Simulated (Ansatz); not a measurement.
C3H6OSe can be A, `OC1CC[Se]1`, or B, `CC1OC[Se]1`.

Calculated with Ansatz (gas phase, PBE0-D4/def2-TZVP geometries, no zero-point term in ΔE). CBS: MP2 limit from def2 TZ/QZ plus the TZ coupled-cluster correction, frozen cores. DFT in def2-TZVPP. B3LYP here is the variant with VWN-RPA as its local correlation; programs differ in this. For Se outer-core shells are correlated without core-valence functions, which leaves a few kJ/mol of doubt a bond. Scalar relativity is left out up to krypton. Each species was taken in one conformer, which may not be the lowest.

Q: Which is lower in electronic energy at CCSD(T)/CBS, and by how much? (An estimate is asked.)

A: The calculation gave: A, by 47.6 kJ/mol.

Q: Give E(B) − E(A) in kJ/mol with B3LYP-D4, ωB97M-V, B3LYP, CCSD/def2-TZVPP, PBE-D4, HF/def2-TZVPP, MP2/def2-TZVPP. (Estimate.)

A: The calculation gave: B3LYP-D4 41.7, ωB97M-V 44.6, B3LYP 40.2, CCSD/def2-TZVPP 44.6, PBE-D4 46.3, HF/def2-TZVPP 36.2, MP2/def2-TZVPP 49.9. None reverses the order clearly.

Largest T1 diagnostic: 0.010.

In def2-TZVPP, CCSD(T) changes the Hartree–Fock value by +8.9 kJ/mol (the triples alone add +0.6 kJ/mol) and MP2 by +13.7 kJ/mol.
